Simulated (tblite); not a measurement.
Compound: C₄H₄FNO₂.
SMILES with atom numbers: `[O:1]=[CH:2][C:3](=[O:4])[NH:5]/[CH:6]=[CH:7]/[F:8]` (hydrogens: H9 on C2; H10 on N5; H11 on C6; H12 on C7)

Structure optimised with GFN2-xTB, isolated species.

Q: What internal coordinates does the optimisation give?

A: 
```tsv
bond	length (Å)	order
O1=C2	1.201	double
C2–C3	1.520	single
C3=O4	1.211	double
C3–N5	1.359	single
N5–C6	1.379	single
C6=C7	1.327	double
C7–F8	1.339	single
C2–H9	1.101	single
N5–H10	1.015	single
C6–H11	1.081	single
C7–H12	1.080	single
```

Orders are formal, as drawn. A selection of angles:
```tsv
angle	degrees
O1–C2–C3	123.1
C2–C3–O4	123.0
C2–C3–N5	111.4
O4–C3–N5	125.6
C3–N5–C6	124.0
N5–C6–C7	123.3
C6–C7–F8	120.8
H10–N5–C3	116.6
H10–N5–C6	119.5
```

Dihedral angles: O1–C2–C3–O4 180° (antiperiplanar); C2–C3–N5–C6 180° (antiperiplanar); C3–N5–C6–C7 180° (antiperiplanar); N5–C6–C7–F8 180° (antiperiplanar).

The 2 C–C bonds span 1.327 Å (C6=C7, drawn double) to 1.520 Å (C2–C3, drawn single), a spread of 0.193 Å. The 8 heavy atoms lie in one plane (0.001 Å rms). H10 on N5 lies 2.23 Å from O1, 4 bonds away (angle at H 105°; Bondi radii sum to 2.72 Å). N5 (amide nitrogen) is planar (angles 124.0°, 119.5° and 116.6°, sum 360.0°, 0.00 Å off the plane of its three neighbours). Of the pairs four or more bonds apart, those above aside, O4···H11 is among the closest relative to their van der Waals radii: 2.52 Å, 92 % of the sum of Bondi's values.

Point group: Cs (every atom within 0.08 Å of its image). Its GFN2-xTB frequencies are all real (lowest 94 cm⁻¹). The numbers are those of one conformer. 2 starts were optimised and ended at 0.00 and 0.24 kcal/mol (GFN2-xTB); the lowest of these is shown.

Time: under 0.1 s of wall time. Hardware: one thread of an Arm Neoverse V2, no GPU, on a shared host. These figures are those of the optimisation.

The numbers are calculated, not measured.
